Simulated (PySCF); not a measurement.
BHFBr, SMILES FBBr. Geometry optimised at B3LYP-D3(BJ)/def2-TZVP.

Computed equilibrium geometry at B3LYP-D3(BJ)/def2-TZVP (PySCF confirms it by a frequency run) as a Z-matrix, and its point group:
point group Cs.
```
B
F 1 1.3124
H 1 1.1849 2 120.71
Br 1 1.9164 3 120.26 2 180.00
```
Charge 0, spin multiplicity 1.
